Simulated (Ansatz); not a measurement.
Ideal-gas functions of `[BH]1C[O][SbH]1` at 600 K and 1 bar, from an Ansatz frequency run at PBE0-D4/def2-TZVP.

Molar mass 164.61 g/mol, point group C1 (symmetry number 1), electronic degeneracy 1, moments of inertia 47.885, 150.935, 189.865 u Å². Harmonic wavenumbers (cm⁻¹, unscaled): 158, 332, 395, 484, 517, 631, 685, 816, 825, 994, 1066, 1175, 1275, 1400, 1880, 2678, 2950, 2988.

Use S(trans) = R[1.5 ln M + 2.5 ln T − 1.1517]; rotational temperatures θ = 24.2544 K / I; S(rot) = R[ln(√π/σ · √(T³/θAθBθC)) + 1.5]; for each mode x = 1.438777 ν̃/T, S = R[x/(eˣ − 1) − ln(1 − e⁻ˣ)] and H = RT x/(eˣ − 1); 1 cm⁻¹ = 0.0119627 kJ/mol; R = 8.31446 J/(mol·K).

Problem. By hand: the entropy, in J/(mol·K).

Solution. Translation 187.0. Rotation: θ = 0.5065, 0.1607, 0.1277 K, giving 116.0. Vibration, mode by mode: 16.43, 10.43, 9.07, 7.53, 7.04, 5.62, 5.06, 3.94, 3.88, 2.82, 2.46, 2.00, 1.65, 1.30, 0.51, 0.10, 0.06, 0.05, in all 80.0. Electronic 0.0. Sum 383.0 J/(mol·K).

Problem. By hand: H − E and G − E in kJ/mol, counted from the electronic energy.

Solution. Zero-point energy ½ × 21249 × 0.0119627 = 127.1; thermal vibration 27.7; translation, rotation and pV give 4 RT = 20.0. H − E = 174.8 kJ/mol, and G − E = 174.8 − 600 × 383.0/1000 = -55.0 kJ/mol.

Vibration gives 21 % of the entropy. The sum counts one conformer and one mirror image; others add a mixing term.
